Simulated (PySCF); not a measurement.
# One molecule, several mistakes: AlB2ClH4

All numbers below are calculated, not measured. The program is PySCF 2.14.0, an open-source quantum chemistry code, run on an isolated molecule that a program drew, which may never have been made. The molecule is AlB2ClH4 (charge 0, singlet), drawn as the SMILES string `[AlH2][BH]BCl`.

Each row is a Hartree-Fock (HF) and frozen-core CCSD(T) single point in the cc-pV(D+d)Z basis, meant for a local HF minimum. Run 1 is clean. Each other run has one planted mistake out of seven kinds, and not every kind appears here: one electron removed, one electron added, multiplicity raised by two, geometry at a saddle point, minimal basis STO-3G, one bond length entered in bohr, all coordinates scaled. The reference is restricted for singlets and unrestricted otherwise, and also for a bond in bohr. Adding or removing an electron swaps singlet and doublet. Electrons count all cores. HOMO and LUMO are orbital energies over both spins, the gradient is its largest component, and the lowest frequency (negative if imaginary) is given only where the gradient is small. Bond lengths are over the 7 bonds as drawn. T1 is the CCSD diagnostic: over 0.02 (restricted) or 0.045 (unrestricted) a single reference is doubtful.

Geometry of the clean run:
```xyz
8
AlB2ClH4, angstrom
Al    1.2588    2.0864   -2.1205
B     1.5571    0.2419   -1.0541
B     1.4218    0.0269    0.6028
Cl    2.8456    0.3108    1.6337
H     2.4757    3.0585   -2.4082
H    -0.1813    2.4771   -2.6561
H     1.8494   -0.7280   -1.7114
H     0.4172   -0.2818    1.1763
```

| run | electrons | basis functions | <S^2> | HOMO (eV) | LUMO (eV) | gradient (hartree/bohr) | lowest frequency (cm^-1) | mean bond (Å) | longest bond (Å) | T1 | HF (hartree) | CCSD(T) (hartree) | mistake |
|---|---|---|---|---|---|---|---|---|---|---|---|---|---|
| 1 | 44 | 94 | 0.000 | -10.11 | 0.93 | 1.9e-05 | 74 | 1.5975 | 2.151 | 0.0142 | -753.10567 | -753.53347 | no fault |
| 2 | 44 | 94 | 2.026 | -7.68 | -1.03 | 2.9e-02 | - | 1.5975 | 2.151 | 0.0249 | -753.01566 | -753.43591 | multiplicity raised by two |
| 3 | 45 | 94 | 0.761 | -0.88 | 5.46 | 3.5e-02 | - | 1.5975 | 2.151 | 0.0159 | -753.09598 | -753.54525 | ? |
| 4 | 44 | 94 | 0.000 | -10.01 | 0.70 | 3.6e-02 | - | 1.7141 | 2.308 | 0.0152 | -753.07795 | -753.50810 | ? |

**Which mistake was planted in run 3, and what did it cost?**

It counts 45 electrons, one more than the clean run, at the same geometry and basis. So the mistake is: one electron added. Subtracting run 1 and multiplying by 627.51 kcal/mol a hartree, the energy moved by 6.1 kcal/mol in HF and -7.4 kcal/mol in CCSD(T).

**Which mistake was planted in run 4, and what did it cost?**

The mean and the longest bond both change by the same factor, 1.073, and the gradient is no longer small. So the mistake is: all coordinates scaled. Subtracting run 1 and multiplying by 627.51 kcal/mol a hartree, the energy moved by 17.4 kcal/mol in HF and 15.9 kcal/mol in CCSD(T).

